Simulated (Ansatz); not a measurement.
C₂H₃BO (SMILES B=CC=O), singlet: a relaxation.

in.yaml

```yaml
crystal:
  periodic: [false, false, false]
  atoms:
    - {symbol: B, position_ang: [-0.663756, 1.093329, -0.713156]}
    - {symbol: C, position_ang: [0.004620, 0.410428, 0.321267]}
    - {symbol: C, position_ang: [0.572091, -1.025597, 0.352473]}
    - {symbol: O, position_ang: [1.200452, -1.434093, 1.254058]}
    - {symbol: H, position_ang: [-1.477114, 1.466100, -1.598250]}
    - {symbol: H, position_ang: [0.535921, 1.010691, 0.914645]}
    - {symbol: H, position_ang: [0.038631, -1.562371, -0.268458]}
basis:
  gaussian: {orbitals: def2-SVP}
hamiltonian: {xc: pbe, dispersion: d4}
relax: {f_tol: 0.002, max_steps: 5, max_displacement: 0.05}
```

Command:

```bash
ansatz run in.yaml --threads 2 --pin off --events-out ev --progress --plain --max-ram 3481MiB
```

The run's output (Ansatz 0.2.0):

```
Functional definition: PBE
  name "PBE"
  cite "Perdew, Burke & Ernzerhof, Phys. Rev. Lett. 77, 3865 (1996) doi:10.1103/PhysRevLett.77.3865"
  parent pbe
  parameter kappa = 0.804
  parameter beta = 0.06672455060314922
  exchange = pbe_x(kappa = kappa, mu = beta*pi^2/3)
  correlation = pbe_c(beta = beta)
787 factors; their error is unknown
mean field evaluation 1: about -4824.0863 eV, gradient 6.0e1 eV
mean field evaluation 2: about -4746.6862 eV, gradient 1.5e2 eV
mean field evaluation 4: about -4831.9613 eV, gradient 1.8e1 eV
mean field evaluation 8: about -4833.0662 eV, gradient 2.0e-1 eV
mean field evaluation 16: about -4833.0355 eV, gradient 2.6e-3 eV
mean field -4833.03546175 eV, -177.6107772701 hartree, gradient 1.6e-5 eV, S^2 0.000000; 0 other end points of the search recorded, 0 dependent functions left out
the calculation of the forces begins
reference -4833.03548899 eV, -177.6107782712 hartree; 14, 14 occupied and 57, 57 virtual orbitals, 787 factors
relax step   1: F+E_penalty+E_count = -4833.14125690 eV  Δ(F+E_penalty+E_count) = +0.000e0 eV  max|allowed force component| = 5.842e0 eV/Å  Δτ_max = 0.0000 Å  (29 SCF iters, accepted)
these checks for a lower state are left out or cut short: starts, cluster_reference, orbital_swaps, neighbouring_geometries, increment
787 factors; their error is unknown
mean field -4833.73943242 eV, -177.6366477150 hartree, gradient 1.2e-5 eV, S^2 0.000000; 0 other end points of the search recorded, 0 dependent functions left out
the calculation of the forces begins
reference -4833.73945997 eV, -177.6366487275 hartree; 14, 14 occupied and 57, 57 virtual orbitals, 787 factors
relax step   2: F+E_penalty+E_count = -4833.84501588 eV  Δ(F+E_penalty+E_count) = -7.038e-1 eV  max|allowed force component| = 2.914e0 eV/Å  Δτ_max = 0.0486 Å  (31 SCF iters, accepted)
these checks for a lower state are left out or cut short: starts, cluster_reference, orbital_swaps, neighbouring_geometries, increment
787 factors; their error is unknown
mean field evaluation 32: about -4834.0857 eV, gradient 9.1e-4 eV
mean field -4834.08571957 eV, -177.6493735331 hartree, gradient 1.3e-5 eV, S^2 0.000000; 0 other end points of the search recorded, 0 dependent functions left out
the calculation of the forces begins
reference -4834.08574748 eV, -177.6493745590 hartree; 14, 14 occupied and 57, 57 virtual orbitals, 787 factors
relax step   3: F+E_penalty+E_count = -4834.19128907 eV  Δ(F+E_penalty+E_count) = -3.463e-1 eV  max|allowed force component| = 1.143e0 eV/Å  Δτ_max = 0.0486 Å  (31 SCF iters, accepted)
these checks for a lower state are left out or cut short: starts, cluster_reference, orbital_swaps, neighbouring_geometries, increment
787 factors; their error is unknown
mean field -4834.20916315 eV, -177.6539100013 hartree, gradient 7.9e-6 eV, S^2 0.000000; 0 other end points of the search recorded, 0 dependent functions left out
the calculation of the forces begins
reference -4834.20919150 eV, -177.6539110429 hartree; 14, 14 occupied and 57, 57 virtual orbitals, 787 factors
relax step   4: F+E_penalty+E_count = -4834.31480860 eV  Δ(F+E_penalty+E_count) = -1.235e-1 eV  max|allowed force component| = 4.129e-1 eV/Å  Δτ_max = 0.0487 Å  (30 SCF iters, accepted)
these checks for a lower state are left out or cut short: starts, cluster_reference, orbital_swaps, neighbouring_geometries, increment
787 factors; their error is unknown
mean field -4834.22688630 eV, -177.6545613150 hartree, gradient 6.6e-6 eV, S^2 0.000000; 0 other end points of the search recorded, 0 dependent functions left out
the calculation of the forces begins
reference -4834.22691471 eV, -177.6545623591 hartree; 14, 14 occupied and 57, 57 virtual orbitals, 787 factors
relax step   5: F+E_penalty+E_count = -4834.33299379 eV  Δ(F+E_penalty+E_count) = -1.819e-2 eV  max|allowed force component| = 3.661e-1 eV/Å  Δτ_max = 0.0500 Å  (32 SCF iters, accepted)
Error: geometry relaxation did not converge after 5 steps: max|allowed force component| = 3.66e-1 eV/Å (threshold 2.0e-3). Raise `relax.max_steps` over both its present limit and 5, loosen `relax.f_tol`, or start from a geometry closer to equilibrium. Where this run's directory can be resumed (`checkpoint.write`), a resume goes on for up to `relax.max_steps` more
```

The run took about 4.7 s on 2 CPU threads of an Arm Neoverse V1 (shared host).


The run did not converge within its limit.